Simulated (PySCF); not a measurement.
A small calculation by hand: oscillator strength and radiative lifetime

C₃H₁₁BSi, SMILES CB(C)C[SiH3].

Coordinates come from a PBE0-D3(BJ)/def2-SVP optimisation. This is a generated structure with no PubChem entry under its InChIKey; it may be hypothetical. Other conformers were not sampled.

PySCF with TDDFT-PBE/def2-SVPD puts the first singlet state with f over 0.02 at 5.90 eV (vertical), with the transition dipole (-0.484, 0.035, -0.084) in atomic units.

Problem. Find the oscillator strength, the wavelength and the radiative lifetime that this transition would have in vacuum if emission retraced absorption.

Solution. 
|μ|² = 0.2425 au, so |μ| = 1.25 D. ΔE = 5.90/27.211 = 0.2168 hartree. f = (2/3) ΔE |μ|² = 0.035 (the program prints 0.035).
λ = 1239.84/5.90 = 210 nm; ν = 47587 cm⁻¹.
Einstein's coefficient A = 0.6670 ν² f s⁻¹ (ν in cm⁻¹) = 5.3e7 s⁻¹, so τ = 1/A = 19 ns. This state is S1. The figure is the radiative limit of this one transition; relaxation, internal conversion, crossing to triplets and a medium change what is measured.
